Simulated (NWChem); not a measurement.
System: BeNH₃; SMILES [BeH][NH2]

```xyz
5

Be    -0.0009    -0.9408     0.0000
H     -0.0038    -2.2724     0.0000
N     -0.0002     0.5615     0.0000
H     -0.0003     1.1479    -0.8260
H     -0.0003     1.1479     0.8260
```
Atoms are numbered in this order, from 1.

Program: NWChem. Pople sets run with spherical d functions. Geometry: optimised at B3LYP/6-31G* (spherical d). B3LYP is NWChem's, with the RPA form of VWN correlation. GIAO values for the isolated, static molecule; σ is the absolute isotropic shielding, δ = σ(reference) − σ with the isolated reference molecule computed at the same levels (1H: tetramethylsilane, 15N: ammonia).

For level KT2/pcSseg-1:

| Quantity | Value |
|---|---|
| σ Be1 (ppm) | 92.0 |
| δ H2 (ppm) | 3.51 |
| δ N3 (ppm) | 36.7 |
| δ H4 (ppm) | 1.30 |

### Question
Estimate the same quantities for level B3LYP/6-31G*.

### Answer
| Quantity | Result |
|---|---|
| σ Be1 (ppm) | 99.8 |
| δ H2 (ppm) | 4.24 |
| δ N3 (ppm) | 29.2 |
| δ H4 (ppm) | 0.77 |
